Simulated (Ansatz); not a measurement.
Consider the substitution at a C–Al bond: `C=[CH][Al]([CH3])[CH3]` + `CC(O)S` → `COC(C)S` + `C=[CH][AlH][CH3]`.

Gas-phase electronic energies from Ansatz, PBE0-D4/def2-TZVP geometries. CCSD(T)/CBS adds triple-zeta CCSD(T) − MP2 to the extrapolated MP2 energy (def2 sets, frozen cores). DFT in def2-TZVPP. Each species was taken in one conformer, which may not be the lowest.

`C=[CH][Al]([CH3])[CH3]`:

Z-matrix (Å, degrees):
```
C
Al 1 1.956
H 1 1.093 2 113.7
H 1 1.095 2 111.3 3 122.1
H 1 1.097 2 110.3 3 -120.3
C 2 1.950 1 118.8 3 17.6
C 2 1.956 1 121.4 3 -162.4
C 6 1.336 2 121.6 1 -0.1
H 6 1.092 2 122.3 1 179.4
H 7 1.094 2 112.0 1 -141.2
H 7 1.093 2 113.0 1 -18.8
H 7 1.097 2 110.2 1 100.7
H 8 1.089 6 123.1 2 179.6
H 8 1.088 6 121.8 2 -0.4
```

`CC(O)S`:

```xyz
10

C    -0.063   -1.000   -0.035
C     0.422    0.432    0.041
O    -0.170    1.130    1.114
S     0.130    1.357   -1.480
H     0.407   -1.527   -0.865
H     0.179   -1.534    0.890
H    -1.147   -1.024   -0.170
H     1.518    0.448    0.130
H    -0.082    0.588    1.905
H    -1.193    1.128   -1.528
```

`COC(C)S`:

```xyz
13

C    -0.631   -0.690    1.721
O     0.230    0.058    0.898
C    -0.180    0.156   -0.428
C     0.662    1.217   -1.093
S    -0.125   -1.438   -1.337
H    -1.639   -0.256    1.735
H    -0.215   -0.660    2.727
H    -0.697   -1.730    1.383
H    -1.247    0.422   -0.479
H     1.716    0.932   -1.065
H     0.550    2.163   -0.560
H     0.362    1.349   -2.132
H     1.215   -1.522   -1.371
```

`C=[CH][AlH][CH3]`:

Cartesian coordinates in Å:
```
C -1.713 0.609 -0.638
C -1.088 -0.533 -0.941
Al 0.651 -0.950 -0.175
C 1.467 0.338 1.047
H -1.277 1.339 0.042
H -2.686 0.880 -1.045
H -1.606 -1.200 -1.631
H 1.373 -2.318 -0.551
H 0.820 0.533 1.909
H 2.432 -0.003 1.427
H 1.626 1.303 0.555
```

| level | ΔE (kJ/mol) |
| --- | --- |
| revPBE-D4 | 64.2 |
| LC-ωPBE | 72.7 |
| CCSD(T)/def2-TZVPP | 68.9 |
| MP2/def2-QZVPP | 75.2 |

(1) What does CCSD(T)/CBS give? (Best estimate.)

Largest T1 diagnostic among the species: 0.011.

Answers

(1) Computed: +72.3 kJ/mol. The listed levels differ from it by -8.1, 0.4, -3.4, 2.9 kJ/mol.

In def2-TZVPP, CCSD(T) changes the Hartree–Fock value by +9.6 kJ/mol (the triples alone add −0.3 kJ/mol) and MP2 by +13.8 kJ/mol. At CCSD(T), def2-SVP lies −23.9 kJ/mol from the extrapolated value and def2-TZVPP −3.5 kJ/mol.
